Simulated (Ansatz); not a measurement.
The inner images of a band of BF2H3O (7 atoms, charge 0, multiplicity 1) are given out of order.

All numbers below come from RKS PBE-D4/def2-SVP in Ansatz 0.2.0.

First end point:

```xyz
7
Properties=species:S:1:pos:R:3
B 0.053 0.008 0.078
F -0.073 0.521 1.343
H 1.089 0.218 -0.526
F -1.116 -0.034 -0.636
O 0.184 -1.748 0.502
H -0.661 -2.096 0.145
H 0.054 -1.722 1.474
```

Last end point:

```xyz
7
Properties=species:S:1:pos:R:3
B 0.051 -0.429 -0.443
F -0.038 -0.037 2.247
H 1.059 0.229 -0.539
F -1.102 -0.011 -0.969
O 0.108 -1.661 0.160
H -0.758 -2.115 0.128
H 0.209 -0.830 1.797
```

Problem. Put them in order from the first end to the last, with their energies above the first end.
A.
```xyz
7
Properties=species:S:1:pos:R:3
B 0.060 -0.162 0.027
F -0.049 0.194 1.478
H 1.082 0.234 -0.491
F -1.124 0.008 -0.621
O 0.181 -1.721 0.442
H -0.648 -2.169 0.166
H 0.027 -1.238 1.378
```
B.
```xyz
7
Properties=species:S:1:pos:R:3
B 0.064 -0.275 -0.062
F -0.038 0.079 1.586
H 1.077 0.242 -0.476
F -1.130 0.027 -0.614
O 0.175 -1.716 0.357
H -0.653 -2.183 0.128
H 0.034 -1.029 1.461
```
C.
```xyz
7
Properties=species:S:1:pos:R:3
B 0.063 -0.424 -0.349
F -0.063 0.040 2.021
H 1.075 0.216 -0.502
F -1.122 0.034 -0.761
O 0.149 -1.713 0.139
H -0.718 -2.165 0.096
H 0.146 -0.841 1.735
```
D.
```xyz
7
Properties=species:S:1:pos:R:3
B 0.068 -0.378 -0.211
F -0.044 0.057 1.770
H 1.080 0.230 -0.470
F -1.129 0.040 -0.645
O 0.170 -1.721 0.216
H -0.684 -2.184 0.106
H 0.069 -0.898 1.614
```
E.
```xyz
7
Properties=species:S:1:pos:R:3
B 0.056 -0.056 0.066
F -0.060 0.356 1.398
H 1.088 0.227 -0.511
F -1.119 -0.008 -0.628
O 0.189 -1.747 0.472
H -0.655 -2.150 0.172
H 0.029 -1.475 1.412
```

Solution. E (+1.7 kcal/mol), A (+9.6 kcal/mol), B (+17.8 kcal/mol), D (+13.3 kcal/mol), C (+10.2 kcal/mol).

Run time: 45 s on 2 threads of Arm Neoverse V1 (shared host), peak memory 0.12 GiB.
